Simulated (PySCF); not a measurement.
# Assigning NMR signals

Numbering as in the mapped SMILES `[CH3:1]/[CH:2]=[P:3]/[CH2:4][Si:5]([CH3:6])([CH3:7])[CH3:8]`. Each H is labelled by its parent atom.

Computational details: shieldings: GIAO PBE0/pcSseg-1, geometry from GFN2-xTB, in PySCF 2.14.0 with density-fitted response routines (equivalent nuclei averaged, in vacuum, no relativistic terms, a single conformation).

δ = σ(ref) − σ, references computed at the same level: ¹³C and ¹H against TMS.

(1) Assign these signals to the numbered atoms. ¹³C{¹H} NMR (computed): δ 201.3, 25.5, 21.6, 2.0.

(2) Assign these signals to the numbered atoms. ¹H NMR (300 MHz, computed): δ 8.87 (m, 1H), 2.42 (m, 3H), 1.48 (m, 2H), 0.06 (s, 9H).

Answers

(1) 
201.3 → C2, carbon double-bonded to a heavier main-group atom
25.5 → C1, methyl carbon: saturated and bonded to C and H only
21.6 → C4, sp3 CH2 bonded to P and Si
2.0 → C6/C7/C8, methyl carbon bonded to Si: an electropositive neighbour leaves it electron-rich and shielded

(2) 
| δ (ppm) | atoms | environment | reason |
| --- | --- | --- | --- |
| 8.87 | H(C2) | hydrogen on a carbon double-bonded to a heavier main-group atom | – |
| 2.42 | H(C1) | hydrogen on a methyl carbon | – |
| 1.48 | H(C4) | hydrogen on an sp3 CH2 bonded to P and Si | – |
| 0.06 | H(C6)/H(C7)/H(C8) | hydrogen on a methyl carbon bonded to Si | an electropositive neighbour shields it, as in TMS itself |

Splittings by ³¹P in the carbon and heteronuclear signals aren't shown, as no couplings were computed. Shifts are as computed. Against solution values, carbons near 30 ppm lie about +3 ppm off and those near 130 ppm about +5 ppm. Of 1211 compounds with measured shifts, 218 miss one by over three times the rms of a fit or turn the order of signals round; such compounds aren't used in these exercises. Multiplicities follow the n + 1 count of equivalent neighbours, as no J values were calculated; m marks all less simple cases, F and P coupling included.
